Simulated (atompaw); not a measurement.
Tl (Z = 81): one change to a PAW (atompaw) potential, before and after

```
Element                 : Tl (Z = 81)
Generator               : atompaw 4.2.0.5
Type                    : PAW
Functional              : PBE
Relativity              : scalar-relativistic
Frozen core             : [Kr] 4d10 4f14
Valence charge          : 21
Reference configuration : 5s2 5p6 5d10 6s1.5 6p1.5
Partial waves           : 5s (bound): rc 1.70 bohr; 6s (bound): rc 1.35 bohr; 5p (bound): rc 1.15 bohr; 6p (bound): rc 1.80 bohr; 5d (bound): rc 1.80 bohr; 5d channel at 0.5 Ry: rc 1.80 bohr
Local potential         : troulliermartins scheme with l = 3 at 0 Ry, radius 1.70 bohr
Core correction         : smooth core density matched at 1.15 bohr
Augmentation charge     : besselshape compensation charge, radius 1.45 bohr; PAW radius 1.80 bohr; waves and projectors: custom polynom2 7 10 vanderbiltortho
```

Change: augmentation besselshape compensation charge, radius 1.45 bohr; PAW radius 1.80 bohr; waves and projectors: modrrkj vanderbiltortho.

Cutoffs: the cutoffs (Ry, on a coarse ladder) from which the occupation-weighted sum of valence levels, in a spherical-Bessel basis at the reference potential, stays within 10 and 1 mRy of its value at 400 Ry; they do not see the model core or the augmentation charge, which bear on the density cutoff.

What does the change do?

The bound ghost in s disappears; the range in which the s phases agree widens (upper end -0.2 → at the end of the scan); the range in which the p phases agree widens (upper end 1.4 → 2.9).

| quantity | base | changed |
| --- | --- | --- |
| cutoff, loose | 230 Ry | 50 Ry |
| cutoff, tight | over 300 Ry | 80 Ry |
| loose cutoff by channel (10 mRy a level) | s 18 Ry, p 50 Ry, d 21 Ry | s 21 Ry, p 35 Ry, d 25 Ry |
| bound ghosts | s | none |
| s: phases at 1.81 bohr within 0.05 rad from the reference energy up to (Ry; the scan ends near 5) | -0.2 | to the end of the scan |
| p: phases at 1.81 bohr within 0.05 rad from the reference energy up to (Ry; the scan ends near 5) | 1.4 | 2.9 |
| d: phases at 1.81 bohr within 0.05 rad from the reference energy up to (Ry; the scan ends near 5) | to the end of the scan | -1.2 |
| lowest overlap eigenvalue by channel | s 0.79, p 0.62, d 0.91 | s 0.48, p 0.67, d 1.00 |

 A true bound ghost makes a file unfit for plane-wave use even where its test errors are small: the radial tests pick states by their node count and pass the ghost by. The cutoffs see the waves, projectors and local potential, not the compensation charge or the core.
